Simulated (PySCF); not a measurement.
# ECD: `C[NH][Al@@H-]([CH3])[AsH3+]`, C2H11AlAsN

Molfile (atoms numbered from 1):
```
C2H11AlAsN
     RDKit          3D

 16 15  0  0  0  0  0  0  0  0999 V2000
   -1.6746   -1.2250    0.3669 C   0  0  0  0  0  0  0  0  0  0  0  0
   -0.9045   -0.8043   -0.7755 N   0  0  0  0  0  0  0  0  0  0  0  0
    0.0153    0.7301   -1.0320 Al  0  0  1  0  0  4  0  0  0  0  0  0
   -0.2424    2.2205    0.2195 C   0  0  0  0  0  0  0  0  0  0  0  0
    2.1339   -0.5518    0.1624 As  0  0  0  0  0  4  0  0  0  0  0  0
   -1.3185   -2.1751    0.8137 H   0  0  0  0  0  0  0  0  0  0  0  0
   -1.6209   -0.4648    1.1633 H   0  0  0  0  0  0  0  0  0  0  0  0
   -2.7504   -1.3636    0.1434 H   0  0  0  0  0  0  0  0  0  0  0  0
   -0.9426   -1.4825   -1.5306 H   0  0  0  0  0  0  0  0  0  0  0  0
    0.6145    0.9012   -2.5022 H   0  0  0  0  0  0  0  0  0  0  0  0
    0.6406    2.8802    0.2538 H   0  0  0  0  0  0  0  0  0  0  0  0
   -1.0973    2.8463   -0.0898 H   0  0  0  0  0  0  0  0  0  0  0  0
   -0.4462    1.8852    1.2501 H   0  0  0  0  0  0  0  0  0  0  0  0
    3.5637   -0.3502    0.6494 H   0  0  0  0  0  0  0  0  0  0  0  0
    2.3956   -1.8611   -0.5493 H   0  0  0  0  0  0  0  0  0  0  0  0
    1.6268   -1.1768    1.4449 H   0  0  0  0  0  0  0  0  0  0  0  0
  1  2  1  0
  2  3  1  0
  3  4  1  0
  3  5  1  0
  1  6  1  0
  1  7  1  0
  1  8  1  0
  2  9  1  0
  3 10  1  6
  4 11  1  0
  4 12  1  0
  4 13  1  0
  5 14  1  0
  5 15  1  0
  5 16  1  0
M  CHG  2   3  -1   5   1
M  END
```

The calculation used TDDFT LC-wPBE/aug-cc-pVDZ circular dichroism and optical rotation, one conformer, gas phase (PySCF 2.14.0). Geometry: PBE0-D3(BJ)/def2-SVP.

The molecule is flexible and this is one conformer; a measurement averages over conformers. The calculation is non-relativistic, which matters for the atoms heavier than Zn.

(1) Assign R or S to each stereocentre.

(2) List the lowest 12 singlet excitations with oscillator and rotatory strengths.

Answers

(1) Al3 R.

(2) Rotatory strengths R in 10⁻⁴⁰ esu² cm², velocity form and length form (origin at the centre of mass); f in length form.
| state | E (eV) | λ (nm) | f | R (velocity) | R (length) | main |
| --- | --- | --- | --- | --- | --- | --- |
| 1 | 5.64 | 220 | 0.026 | -7.5 | -7.6 | HOMO→LUMO 0.21, HOMO→LUMO+3 0.15 |
| 2 | 6.09 | 204 | 0.004 | +18.5 | +19.4 | HOMO→LUMO 0.46 |
| 3 | 6.45 | 192 | 0.071 | -8.6 | -8.6 | HOMO→LUMO+10 0.17, HOMO→LUMO+2 0.16 |
| 4 | 6.51 | 190 | 0.022 | -8.3 | -8.6 | HOMO→LUMO+5 0.26, HOMO→LUMO+4 0.14 |
| 5 | 6.67 | 186 | 0.189 | +6.4 | +6.3 | HOMO→LUMO+1 0.23, HOMO→LUMO+4 0.15 |
| 6 | 6.91 | 179 | 0.070 | +20.0 | +20.3 | HOMO→LUMO+3 0.17, HOMO→LUMO+4 0.16 |
| 7 | 7.19 | 173 | 0.034 | +2.0 | 0.0 | HOMO→LUMO+11 0.21, HOMO→LUMO+6 0.11 |
| 8 | 7.26 | 171 | 0.056 | +55.7 | +54.3 | HOMO−1→LUMO+2 0.28, HOMO−1→LUMO+11 0.14 |
| 9 | 7.42 | 167 | 0.007 | +8.3 | +8.3 | HOMO→LUMO+3 0.31, HOMO→LUMO+7 0.13 |
| 10 | 7.47 | 166 | 0.027 | -21.6 | -20.4 | HOMO→LUMO+8 0.11, HOMO−1→LUMO 0.10 |
| 11 | 7.54 | 165 | 0.074 | -35.5 | -35.9 | HOMO−1→LUMO 0.20, HOMO−1→LUMO+2 0.08 |
| 12 | 7.57 | 164 | 0.021 | -8.9 | -8.4 | HOMO→LUMO+1 0.18, HOMO→LUMO+7 0.12 |

For state 7 the two forms differ in sign, so the sign of R isn't settled.

Among the states computed, the strongest CD band (largest |R|) is state 8. The largest dissymmetry factor in size, g = 4R/(D+G), with D and G the electric and magnetic dipole strengths, is +0.042 for state 2 (velocity form, f = 0.004), among bands with |R| over 0.5. The mirror image has the same energies and oscillator strengths and all R with the opposite sign.
